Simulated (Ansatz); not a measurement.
Program: Ansatz. Geometries: PBE0-D4/def2-TZVP. ΔE: electronic, gas phase. CBS: MP2 limit from def2 TZ/QZ plus the TZ coupled-cluster correction, frozen cores. DFT in def2-TZVPP. HSE06 is defined as in plane-wave codes. Each species was taken in one conformer, which may not be the lowest.

`S[SiH]1BN1` → `NB1[SiH2]S1`  (isomerisation)

Is it downhill or uphill in electronic energy at CCSD(T)/CBS, and by how much? (Best estimate.)

Computed: Downhill: ΔE = -19.2 kcal/mol.

What do these levels give: r2SCAN-D4, B97M-V, HSE06-D4, BLYP, PBE0, r2SCANh, r2SCAN0, CCSD/def2-SVP, MP2/def2-TZVPP, SCS-MP2/def2-TZVPP, CCSD/def2-TZVPP, CCSD/CBS(def2)? (Best estimate.)

The calculation gave: r2SCAN-D4 -21.1, B97M-V -22.1, HSE06-D4 -21.4, BLYP -19.4, PBE0 -21.4, r2SCANh -21.1, r2SCAN0 -21.1, CCSD/def2-SVP -22.0, MP2/def2-TZVPP -20.5, SCS-MP2/def2-TZVPP -19.2, CCSD/def2-TZVPP -19.0, CCSD/CBS(def2) -18.7 kcal/mol.

Largest T1 diagnostic among the species: 0.014.

At CCSD(T), def2-SVP lies −3.2 kcal/mol from the extrapolated value and def2-TZVPP −0.2 kcal/mol. In def2-TZVPP, CCSD(T) changes the Hartree–Fock value by −0.9 kcal/mol (the triples alone add −0.5 kcal/mol) and MP2 by −1.9 kcal/mol. Leaving LDA and LC-ωPBE aside and taking each functional with its dispersion term where it has one, the values, not all of them listed here, spread over 3.4 kcal/mol, from B97M-V to ωB97M-V.
